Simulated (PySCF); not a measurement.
## Shapes and spin states of Ni(OH)₂

Computed with PySCF, B3LYP, basis Ni def2-TZVP, O def2-TZVP, H def2-TZVP (no relativity, density fitting).

Relaxations began from a few typed shapes and spin states; open shells are unrestricted. The search is not exhaustive: other isomers or separated fragments can lie lower, and high-lying points may rest on an excited occupation.

(1) Order these stationary points by electronic energy, lowest first, in kJ/mol from the lowest minimum.
A. singlet (closed shell, unstable to spin polarisation) C2: Ni–O 1.718 Å (×2), O–H 0.967 Å (×2); H–O–Ni 113.0° (×2), O–Ni–O 130.5°
B. triplet C2h: Ni–O 1.735 Å (×2), O–H 0.959 Å (×2); H–O–Ni 130.1° (×2), O–Ni–O 180.0°
C. singlet (closed shell, unstable to spin polarisation) C2h: Ni–O 1.721 Å (×2), O–H 0.967 Å (×2); H–O–Ni 117.1° (×2), O–Ni–O 180.0°

(2) Which of them are minima?

Results:

(1) B (0.0), A (106.6), C (120.3).

(2) By energy in kJ/mol, 0.0: minimum; 106.6: minimum of the closed-shell surface only; 120.3: saddle point, 1 imaginary mode.

For the lowest minimum: with open d or f shells other occupations or spin states may lie lower.
